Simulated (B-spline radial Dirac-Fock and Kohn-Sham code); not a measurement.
## X-ray lines that fill the 2p3/2 vacancy in Co⁺

System: Co⁺, [Ar] 3d8, inside a Watson sphere of charge -1 and radius 2.2 Å (a model of the Madelung potential; inside it an electron's potential energy is raised by 6.5 eV).

The run's input, task.json:

```json
{"items": [{
  "Z": 27,
  "q": 1,
  "cfg": [[1, 0, 2], [2, 0, 2], [2, 1, 6], [3, 0, 2], [3, 1, 6], [3, 2, 8]],
  "A": 59,
  "rrms": 3.7875,
  "watson": [-1, 2.2],
  "do": ["binding", "quiet", "decay"],
  "holes": ["K", "L1", "L2", "L3", "M1", "M2", "M3"]
}]}
```

Run with: `python xray_run.py task.json out`

Level of theory: independent-particle radiative and Coulomb Auger rates from relativistic LDA hole-state orbitals, with Dirac-Fock energies; a radial atomic solver.

```
       line  multipole  energy (eV)  rate (s⁻¹)  share (%)
 Lℓ (L3-M1)         E1        673.7    3.15e+11       6.33
Lα2 (L3-M4)         E1        779.6    4.71e+11       9.46
Lα1 (L3-M5)         E1        779.8    4.19e+12       84.2
```

The listed lines hold 100.0 % of the radiative rate. The radiative width is 0.00328 eV in the length form and 0.00341 eV in the velocity form; the two differ because the transition energies are not eigenvalue differences of the potential that gave the orbitals.

Values without a named source are computed, but for edge energies of neutral atoms, which are taken from tables.
